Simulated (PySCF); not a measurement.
CH3AlBr2 (SMILES [CH3][Al]([Br])[Br]), singlet, geometry from GFN2-xTB (such geometries of metal compounds can be far from the true shape), with bond 5-4 at 2.4 times its length; PySCF with CASSCF(8,9)/STO-3G.

Here is a job for PySCF.
```python
from pyscf import gto, scf, mcscf
import numpy

mol = gto.M(
    atom='''
Al    0.57518319   -0.16996298    0.35064613
Br   -1.23967280   -1.51906829    0.32796055
Br    0.42600957    1.76048967   -0.81695090
C     2.21870083   -0.65963579    1.32903123
H     3.30747909    1.41491691    2.51812054
H     2.98760578   -1.06743485    0.66422614
H     2.02866231   -1.41974130    2.09336432
''',
    basis='sto-3g',
    verbose=4,
)

mf = scf.RHF(mol)
mf.kernel()
mc = mcscf.CASSCF(mf, 9, 8)
mc.fix_spin_(ss=0.0)
mc.kernel()
occ = numpy.linalg.eigvalsh(mc.fcisolver.make_rdm1(mc.ci, mc.ncas, mc.nelecas))[::-1]
ss = mc.fcisolver.spin_square(mc.ci, mc.ncas, mc.nelecas)[0]
print('natural occupations', occ.round(4), ' <S^2>', round(ss, 4))
```

Question: Write the output that PySCF gives for this input, abridged.

Answer: 
```
PySCF version 2.14.0

[INPUT] verbose = 4
[INPUT] num. atoms = 7
[INPUT] num. electrons = 92
[INPUT] charge = 0
[INPUT] spin (= nelec alpha-beta = 2S) = 0
[INPUT] symmetry False subgroup None
[INPUT] Mole.unit = angstrom
[INPUT] Symbol           X                Y                Z      unit          X                Y                Z       unit  Magmom
[...]
nuclear repulsion = 502.199985387979
number of shells = 27
number of NR pGTOs = 159
number of NR cGTOs = 53
basis = sto-3g
ecp = {}

******** <class 'pyscf.scf.hf.RHF'> ********
method = RHF
initial guess = minao
damping factor = 0
level_shift factor = 0
DIIS = <class 'pyscf.scf.diis.CDIIS'>
diis_start_cycle = 1
diis_space = 8
diis_damp = 0
SCF conv_tol = 1e-09
SCF conv_tol_grad = None
SCF max_cycles = 50
direct_scf = True
direct_scf_tol = 1e-13
Set gradient conv threshold to 3.16228e-05
Initial guess from minao.
init E= -5359.55349805134
[...]
cycle= 1 E= -5367.18922099746  delta_E= -7.64  |g|= 0.391  |ddm|= 2.96
[...]
cycle= 2 E= -5367.30167781158  delta_E= -0.112  |g|= 0.17  |ddm|=  1.3
[...]
cycle= 3 E= -5367.30896094687  delta_E= -0.00728  |g|= 0.131  |ddm|= 0.468
[...]
cycle= 4 E= -5367.31739601828  delta_E= -0.00844  |g|= 0.0257  |ddm|= 0.256
[...]
cycle= 5 E= -5367.31791154194  delta_E= -0.000516  |g|= 0.00466  |ddm|= 0.0787
[...]
cycle= 6 E= -5367.31794051548  delta_E= -2.9e-05  |g|= 0.00178  |ddm|= 0.0175
[...]
cycle= 7 E= -5367.31794575933  delta_E= -5.24e-06  |g|= 0.000482  |ddm|= 0.00787
[...]
cycle= 8 E= -5367.31794622333  delta_E= -4.64e-07  |g|= 9.96e-05  |ddm|= 0.00253
[...]
cycle= 9 E= -5367.31794624043  delta_E= -1.71e-08  |g|= 1.81e-05  |ddm|= 0.000531
[...]
cycle= 10 E= -5367.31794624075  delta_E= -3.27e-10  |g|= 2.42e-06  |ddm|= 7.96e-05
[...]
Extra cycle  E= -5367.31794624078  delta_E= -2.18e-11  |g|= 1.23e-06  |ddm|= 7.48e-06
converged SCF energy = -5367.31794624078

******** <class 'pyscf.mcscf.mc1step.CASSCF'> ********
CAS (4e+4e, 9o), ncore = 42, nvir = 2
max_cycle_macro = 50
max_cycle_micro = 4
conv_tol = 1e-07
conv_tol_grad = None
orbital rotation max_stepsize = 0.02
orbital rotation threshold for CI restart = 0.01
augmented hessian ah_max_cycle = 30
augmented hessian ah_conv_tol = 1e-12
augmented hessian ah_linear dependence = 1e-14
augmented hessian ah_level shift = 1e-08
augmented hessian ah_start_tol = 2.5
augmented hessian ah_start_cycle = 3
augmented hessian ah_grad_trust_region = 3
kf_trust_region = 3
kf_interval = 4
ci_response_space = 4
ci_grad_trust_region = 3
with_dep4 0
natorb = False
canonicalization = True
sorting_mo_energy = False
ao2mo_level = 2
internal_rotation = False
******** <class 'pyscf.fci.addons.SpinPenaltyFCISolver'> ********
max. cycles = 50
conv_tol = 1e-08
davidson only = True
linear dependence = 1e-12
level shift = 0.001
max iter space = 12
nroots = 1
pspace_size = 400
spin = None
CASCI E = -5367.49347099241  S^2 = 0.0000000
Set conv_tol_grad to 0.000316228
macro iter   1 ( 21 JK    4 micro), CASSCF E = -5367.50502593938  dE = -1.15549470e-02  S^2 = 0.0000000
               |grad[o]|=0.0698  |grad[c]|=0.0368  |ddm|=0.0602  |maxRot[o]|=0.274
macro iter   2 ( 21 JK    4 micro), CASSCF E = -5367.51156837634  dE = -6.54243696e-03  S^2 = 0.0000000
               |grad[o]|=0.0331  |grad[c]|=0.0152  |ddm|=0.0516  |maxRot[o]|=0.154
macro iter   3 ( 21 JK    4 micro), CASSCF E = -5367.51734492091  dE = -5.77654457e-03  S^2 = 0.0000000
               |grad[o]|=0.0202  |grad[c]|=0.0395  |ddm|=0.0409  |maxRot[o]|=0.239
macro iter   4 ( 21 JK    4 micro), CASSCF E = -5367.52148048561  dE = -4.13556470e-03  S^2 = 0.0000000
               |grad[o]|=0.0169  |grad[c]|=0.0178  |ddm|=0.00964  |maxRot[o]|=0.191
macro iter   5 ( 21 JK    4 micro), CASSCF E = -5367.52376328840  dE = -2.28280279e-03  S^2 = 0.0000000
               |grad[o]|=0.0141  |grad[c]|=0.00639  |ddm|=0.00763  |maxRot[o]|=0.119
macro iter   6 ( 21 JK    4 micro), CASSCF E = -5367.52518205704  dE = -1.41876864e-03  S^2 = 0.0000000
               |grad[o]|=0.0108  |grad[c]|=0.00787  |ddm|=0.00784  |maxRot[o]|=0.0824
macro iter   7 ( 17 JK    4 micro), CASSCF E = -5367.52675411671  dE = -1.57205967e-03  S^2 = 0.0000000
               |grad[o]|=0.00837  |grad[c]|=0.0084  |ddm|=0.00619  |maxRot[o]|=0.0699
macro iter   8 ( 21 JK    4 micro), CASSCF E = -5367.52729582653  dE = -5.41709815e-04  S^2 = 0.0000000
               |grad[o]|=0.00685  |grad[c]|=0.00408  |ddm|=0.00314  |maxRot[o]|=0.0303
macro iter   9 ( 21 JK    4 micro), CASSCF E = -5367.52764025897  dE = -3.44432446e-04  S^2 = 0.0000000
               |grad[o]|=0.00522  |grad[c]|=0.00348  |ddm|=0.00213  |maxRot[o]|=0.025
macro iter  10 ( 21 JK    4 micro), CASSCF E = -5367.52786415284  dE = -2.23893864e-04  S^2 = 0.0000000
               |grad[o]|=0.0041  |grad[c]|=0.00322  |ddm|=0.00164  |maxRot[o]|=0.0227
macro iter  11 ( 21 JK    4 micro), CASSCF E = -5367.52801038472  dE = -1.46231886e-04  S^2 = 0.0000000
               |grad[o]|=0.00337  |grad[c]|=0.00313  |ddm|=0.00141  |maxRot[o]|=0.0198
macro iter  12 ( 21 JK    4 micro), CASSCF E = -5367.52810670421  dE = -9.63194889e-05  S^2 = 0.0000000
               |grad[o]|=0.00288  |grad[c]|=0.00308  |ddm|=0.00131  |maxRot[o]|=0.0168
macro iter  13 ( 21 JK    4 micro), CASSCF E = -5367.52817103568  dE = -6.43314652e-05  S^2 = 0.0000000
               |grad[o]|=0.00256  |grad[c]|=0.00308  |ddm|=0.00134  |maxRot[o]|=0.0141
macro iter  14 ( 21 JK    4 micro), CASSCF E = -5367.52821483420  dE = -4.37985263e-05  S^2 = 0.0000000
               |grad[o]|=0.00236  |grad[c]|=0.00308  |ddm|=0.00132  |maxRot[o]|=0.0119
macro iter  15 ( 21 JK    4 micro), CASSCF E = -5367.52824532927  dE = -3.04950700e-05  S^2 = 0.0000000
               |grad[o]|=0.00223  |grad[c]|=0.00308  |ddm|=0.0013  |maxRot[o]|=0.00995
macro iter  16 ( 21 JK    4 micro), CASSCF E = -5367.52826714382  dE = -2.18145451e-05  S^2 = 0.0000000
               |grad[o]|=0.00214  |grad[c]|=0.00306  |ddm|=0.00122  |maxRot[o]|=0.0095
[...]
macro iter  22 ( 21 JK    4 micro), CASSCF E = -5367.52833079310  dE = -8.13189126e-06  S^2 = 0.0000000
               |grad[o]|=0.002  |grad[c]|=0.00309  |ddm|=0.00119  |maxRot[o]|=0.0117
macro iter  23 ( 21 JK    4 micro), CASSCF E = -5367.52833944170  dE = -8.64860158e-06  S^2 = 0.0000000
               |grad[o]|=0.00199  |grad[c]|=0.00314  |ddm|=0.00122  |maxRot[o]|=0.0127
macro iter  24 ( 21 JK    4 micro), CASSCF E = -5367.52834920970  dE = -9.76799765e-06  S^2 = 0.0000000
               |grad[o]|=0.002  |grad[c]|=0.00318  |ddm|=0.00125  |maxRot[o]|=0.0141
macro iter  25 ( 21 JK    4 micro), CASSCF E = -5367.52836089563  dE = -1.16859346e-05  S^2 = 0.0000000
               |grad[o]|=0.002  |grad[c]|=0.00318  |ddm|=0.00116  |maxRot[o]|=0.0158
macro iter  26 ( 21 JK    4 micro), CASSCF E = -5367.52837558252  dE = -1.46868870e-05  S^2 = 0.0000000
               |grad[o]|=0.00201  |grad[c]|=0.00324  |ddm|=0.00116  |maxRot[o]|=0.0182
macro iter  27 ( 21 JK    4 micro), CASSCF E = -5367.52839513776  dE = -1.95552475e-05  S^2 = 0.0000000
               |grad[o]|=0.00202  |grad[c]|=0.00334  |ddm|=0.00119  |maxRot[o]|=0.0213
macro iter  28 ( 21 JK    4 micro), CASSCF E = -5367.52842307995  dE = -2.79421884e-05  S^2 = 0.0000000
               |grad[o]|=0.00204  |grad[c]|=0.0035  |ddm|=0.00116  |maxRot[o]|=0.0255
macro iter  29 ( 21 JK    4 micro), CASSCF E = -5367.52846757062  dE = -4.44906664e-05  S^2 = 0.0000000
               |grad[o]|=0.00208  |grad[c]|=0.00389  |ddm|=0.00117  |maxRot[o]|=0.0307
macro iter  30 ( 21 JK    4 micro), CASSCF E = -5367.52855751129  dE = -8.99406732e-05  S^2 = 0.0000000
               |grad[o]|=0.00217  |grad[c]|=0.00508  |ddm|=0.00119  |maxRot[o]|=0.0525
macro iter  31 ( 17 JK    4 micro), CASSCF E = -5367.52897681426  dE = -4.19302967e-04  S^2 = 0.0000000
               |grad[o]|=0.00248  |grad[c]|=0.0131  |ddm|=0.00305  |maxRot[o]|=0.0891
macro iter  32 ( 12 JK    3 micro), CASSCF E = -5367.52945729689  dE = -4.80482634e-04  S^2 = 0.0000000
               |grad[o]|=0.00277  |grad[c]|=0.00699  |ddm|=0.00734  |maxRot[o]|=0.0918
macro iter  33 ( 21 JK    4 micro), CASSCF E = -5367.53110383911  dE = -1.64654221e-03  S^2 = 0.0000000
               |grad[o]|=0.00339  |grad[c]|=0.0208  |ddm|=0.0405  |maxRot[o]|=0.288
macro iter  34 ( 21 JK    4 micro), CASSCF E = -5367.53190117934  dE = -7.97340236e-04  S^2 = 0.0000000
               |grad[o]|=0.00517  |grad[c]|=0.0147  |ddm|=0.012  |maxRot[o]|=0.178
macro iter  35 ( 21 JK    4 micro), CASSCF E = -5367.53214082544  dE = -2.39646095e-04  S^2 = 0.0000000
               |grad[o]|=0.00498  |grad[c]|=0.0142  |ddm|=0.00991  |maxRot[o]|=0.0876
macro iter  36 ( 21 JK    4 micro), CASSCF E = -5367.53192906523  dE =  2.11760203e-04  S^2 = 0.0000000
               |grad[o]|=0.00437  |grad[c]|=0.0138  |ddm|=0.00775  |maxRot[o]|=0.066
macro iter  37 ( 21 JK    4 micro), CASSCF E = -5367.53283488082  dE = -9.05815587e-04  S^2 = 0.0000000
               |grad[o]|=0.00438  |grad[c]|=0.00298  |ddm|=0.00764  |maxRot[o]|=0.074
macro iter  38 ( 12 JK    3 micro), CASSCF E = -5367.53385922129  dE = -1.02434047e-03  S^2 = 0.0000000
               |grad[o]|=0.00432  |grad[c]|=0.00138  |ddm|=0.00989  |maxRot[o]|=0.0819
macro iter  39 ( 21 JK    4 micro), CASSCF E = -5367.53392517194  dE = -6.59506468e-05  S^2 = 0.0000000
               |grad[o]|=0.00413  |grad[c]|=0.00771  |ddm|=0.00455  |maxRot[o]|=0.0974
macro iter  40 ( 21 JK    4 micro), CASSCF E = -5367.53407073586  dE = -1.45563918e-04  S^2 = 0.0000000
               |grad[o]|=0.0041  |grad[c]|=0.00902  |ddm|=0.00545  |maxRot[o]|=0.115
macro iter  41 ( 21 JK    4 micro), CASSCF E = -5367.53408469467  dE = -1.39588128e-05  S^2 = 0.0000000
               |grad[o]|=0.00379  |grad[c]|=0.00908  |ddm|=0.00477  |maxRot[o]|=0.0949
macro iter  42 ( 21 JK    4 micro), CASSCF E = -5367.53412635977  dE = -4.16650992e-05  S^2 = 0.0000000
               |grad[o]|=0.00392  |grad[c]|=0.00924  |ddm|=0.00581  |maxRot[o]|=0.0663
macro iter  43 ( 21 JK    4 micro), CASSCF E = -5367.53414552426  dE = -1.91644849e-05  S^2 = 0.0000000
               |grad[o]|=0.00377  |grad[c]|=0.00929  |ddm|=0.00561  |maxRot[o]|=0.0534
macro iter  44 ( 21 JK    4 micro), CASSCF E = -5367.53417030979  dE = -2.47855332e-05  S^2 = 0.0000000
               |grad[o]|=0.00383  |grad[c]|=0.00915  |ddm|=0.00593  |maxRot[o]|=0.039
macro iter  45 ( 21 JK    4 micro), CASSCF E = -5367.53418688962  dE = -1.65798274e-05  S^2 = 0.0000000
               |grad[o]|=0.00374  |grad[c]|=0.0092  |ddm|=0.00561  |maxRot[o]|=0.0356
macro iter  46 ( 21 JK    4 micro), CASSCF E = -5367.53420380472  dE = -1.69151035e-05  S^2 = 0.0000000
               |grad[o]|=0.00377  |grad[c]|=0.009  |ddm|=0.00575  |maxRot[o]|=0.0372
macro iter  47 ( 21 JK    4 micro), CASSCF E = -5367.53421552064  dE = -1.17159179e-05  S^2 = 0.0000000
               |grad[o]|=0.00371  |grad[c]|=0.00905  |ddm|=0.00557  |maxRot[o]|=0.0346
macro iter  48 ( 21 JK    4 micro), CASSCF E = -5367.53422855621  dE = -1.30355693e-05  S^2 = 0.0000000
               |grad[o]|=0.00375  |grad[c]|=0.00885  |ddm|=0.00568  |maxRot[o]|=0.0359
macro iter  49 ( 21 JK    4 micro), CASSCF E = -5367.53423491700  dE = -6.36079221e-06  S^2 = 0.0000000
               |grad[o]|=0.0037  |grad[c]|=0.00892  |ddm|=0.00551  |maxRot[o]|=0.033
macro iter  50 ( 21 JK    4 micro), CASSCF E = -5367.53424628400  dE = -1.13669967e-05  S^2 = 0.0000000
               |grad[o]|=0.00374  |grad[c]|=0.00871  |ddm|=0.00561  |maxRot[o]|=0.0339
1-step CASSCF not converged,  50 macro (1024 JK 198 micro) steps
CASSCF canonicalization
Density matrix diagonal elements [1.95810393 1.98652925 1.981004   1.31548918 0.67878026 0.0133293
 0.03685797 0.01191048 0.01799563]
CASSCF energy = -5367.53424628400
CASCI E = -5367.53424628400  E(CI) = -10.1825894877202  S^2 = 0.0000000
natural occupations [1.9876 1.9833 1.9695 1.3058 0.6933 0.0334 0.0129 0.0102 0.0039]  <S^2> 0.0
```

The run did not converge; its last values are not results.
